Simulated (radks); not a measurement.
Values are calculated unless marked as measured or tabulated.
Spherical quantum dot in the effective-mass picture: electrons in a hard-walled sphere of radius 1.39, with a point charge +1 (a donor) at the centre, all in effective atomic units (hartree* = m*/eps^2 hartree, bohr* = eps/m* bohr), one dielectric constant everywhere. Level of theory: non-relativistic Kohn-Sham, LDA (Slater exchange, Perdew-Wang correlation), spin-polarised, spherical densities (a radial shooting solver with Libxc functionals). Levels are named by radial order and angular momentum (1s, 1p, 1d, 2s, ...), and open shells are averaged over m.

N = 28, configuration 1s2 1p6 1d10 2s2 1f(up 7, down 1). This is the lowest configuration that the search found. Occupied and some empty levels:

level    occupation  eigenvalue (hartree*)  <r> (bohr*)
1s up             1                 28.603       0.8219
1s down           1                 28.764       0.8168
1p up             3                 30.471       0.9089
1p down           3                 30.659       0.9069
1d up             5                 33.197       0.9600
1d down           5                 33.399       0.9591
2s up             1                 35.887       0.6280
2s down           1                 35.974       0.6306
1f up             7                 36.723       0.9974
1f down           1                 36.932       0.9971
1g up             0                 40.992        1.027
1g down           0                 41.204        1.027
2p up             0                 41.290       0.7268
2p down           0                 41.396       0.7269
2d up             0                 47.047       0.7912
2d down           0                 47.172       0.7907

Energy (hartree*): total 567.617, kinetic 252.61, external -34.039, Hartree 382.68, exchange-correlation -33.630.
